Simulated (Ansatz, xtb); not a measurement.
Isomers of C4H3N3 in order of energy

4 gas-phase structures of C4H3N3, from a drawn sample of its isomers (lower ones may exist). Each was relaxed with GFN2-xTB:

A. `N#Cn1cccn1`, a singlet
B. `N#Cc1ccn[nH]1`, a singlet
C. `N#Cc1cn[nH]c1`, a singlet
D. `N#Cc1cc[nH]n1`, a singlet

Q: Which do you expect lowest at r2SCAN-D4/def2-SVP, and how would the others follow?

A: Calculated order at r2SCAN-D4/def2-SVP: C (0.0), D (1.7), B (1.8), A (18.7) kcal/mol. Less than 1 kcal/mol parts D and B, so the order within that pair means little.

Energies above the lowest of each column, in kcal/mol; the last columns are at B3LYP/def2-SVP geometries:

```tsv
structure	GFN2-xTB	HF/STO-3G	r2SCAN-D4/def2-SVP	B3LYP/def2-SVP	CCSD(T)/def2-SVP + ΔMP2/def2-TZVPP
C	1.0	0.0	0.0	0.0	0.0
D	2.6	1.5	1.7	1.6	1.5
B	2.0	2.9	1.8	2.1	2.4
A	0.0	14.5	18.7	17.4	17.7
```

CCSD(T)/def2-SVP + ΔMP2/def2-TZVPP puts C lowest; GFN2-xTB picks A. ΔMP2 is the change of the MP2 energy from the smaller to the larger basis.

Over these structures GFN2-xTB departs from r2SCAN-D4/def2-SVP by 7.2 kcal/mol on average once a common shift is removed. A GFN2-xTB relaxation took about 0.16 s and the r2SCAN-D4/def2-SVP energy about 3.5 s on a shared host (Ansatz 0.2.0, xtb 6.7.1).
